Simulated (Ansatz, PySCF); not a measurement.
Reaction (SMILES): CCCCl -> [CH2]C + [CH2]Cl (the C-C bond at the site shown breaks; other sites are not compared here)
Each molecule is optimised on its own at B3LYP-D3(BJ)/def2-TZVP (Ansatz, a program for electronic structure), one conformer each, not searched for the lowest.

Wanted: bond dissociation energy (0 K, with B3LYP-D3(BJ) harmonic zero-point energies from PySCF), in kcal/mol. Correlated levels leave the core frozen unless marked. UHF or UKS for open shells. Spin-orbit coupling is left out. Non-relativistic. Basis-set limits of correlation are two-point, X^-3; Hartree-Fock from the larger set. The bracket is a focal-point correction in the basis named.

```json
[
 {"level": "HF-D4/def2-TZVPD", "program": "PySCF + dftd4", "bond dissociation energy (kcal/mol)": "62.8"},
 {"level": "BLYP-D3(BJ)/def2-TZVPD", "program": "Ansatz + dftd3", "bond dissociation energy (kcal/mol)": "78.7"},
 {"level": "BLYP/def2-TZVPD", "program": "Ansatz", "bond dissociation energy (kcal/mol)": "74.7"},
 {"level": "revPBE/def2-TZVPD", "program": "Ansatz", "bond dissociation energy (kcal/mol)": "75.1"},
 {"level": "PBE0-D3(BJ)/def2-TZVPD", "program": "Ansatz + dftd3", "bond dissociation energy (kcal/mol)": "82.7"},
 {"level": "BHLYP-D4/def2-TZVPD", "program": "Ansatz + dftd4", "bond dissociation energy (kcal/mol)": "?"},
 {"level": "M06-2X/def2-TZVPD", "program": "PySCF", "bond dissociation energy (kcal/mol)": "?"},
 {"level": "SCS-MP2/cc-pV(T+d)Z", "program": "Ansatz", "bond dissociation energy (kcal/mol)": "89.2"},
 {"level": "CCSD/6-31G*", "program": "Ansatz", "bond dissociation energy (kcal/mol)": "?"},
 {"level": "RI-MP2/CBS(cc-pV(T+d)Z,cc-pV(Q+d)Z)+[CCSD(T)-MP2]/cc-pV(T+d)Z", "program": "Ansatz", "bond dissociation energy (kcal/mol)": "87.1"}
]
```

Some entries are withheld; supply them.


- BHLYP-D4/def2-TZVPD, bond dissociation energy (kcal/mol): 79.0
- M06-2X/def2-TZVPD, bond dissociation energy (kcal/mol): 86.3
- CCSD/6-31G*, bond dissociation energy (kcal/mol): 83.7
